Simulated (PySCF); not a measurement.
A structure optimised at B3LYP-D3(BJ)/def2-SVP, used in a PySCF frequency run:

```
C
H 1 1.1056
H 1 1.1067 2 108.37
O 1 1.4215 2 109.99 3 121.34
C 1 1.5278 2 109.22 3 -120.74
H 5 1.1040 1 107.61 2 53.27
O 5 1.4135 6 106.34 1 117.04
H 7 0.9695 5 105.57 6 -166.24
C 5 1.5282 6 109.33 7 120.71
H 9 1.0996 5 109.77 6 -64.46
H 9 1.1013 10 108.53 5 120.45
H 9 1.1022 10 108.69 11 117.41
Si 4 1.6710 1 124.34 2 -62.00
H 13 1.4848 4 106.27 1 179.80
H 13 1.4937 14 110.34 4 120.16
H 13 1.4939 14 110.36 15 119.94
```
Charge 0, spin multiplicity 1.

Q: Write its SMILES and formula.

A: C[C@@H](O)CO[SiH3], C3H10O2Si

Q: What are its rotational constants (standard atomic weights)?

A: 5.9615, 1.3677, 1.2804 GHz
